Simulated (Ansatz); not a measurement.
```xyz
13

C     2.671   -1.538   -0.085
C     1.729   -0.794   -0.218
Sn    0.076    0.476   -0.424
C    -1.569   -0.720   -1.078
C    -0.289    1.362    1.484
H     3.505   -2.193    0.030
H     0.490    1.656   -1.590
H    -1.326   -1.196   -2.027
H    -2.458   -0.101   -1.206
H    -1.776   -1.492   -0.336
H    -1.141    2.041    1.429
H    -0.503    0.581    2.214
H     0.590    1.919    1.808
```

Total charge 0; spin multiplicity 1. Sn takes the def2 core potential.

Task: List the PBE/def2-TZVPP orbital energies in eV (Ansatz 0.2.0). (Best estimate.)

Result: The calculation gave: Occupied: -268.83, -268.83, -268.69, -268.60, -132.86, -88.82, -88.78, -88.75, -25.34, -25.28, -25.27, -25.18, -25.18, -18.02, -17.20, -16.79, -13.23, -11.99, -10.09, -9.97, -9.79, -9.76, -8.32, -7.54, -7.32, -6.59, -6.52. Lowest empty: -0.59, -0.53, -0.08, 0.44, 0.67, 0.86, 1.49, 1.73.
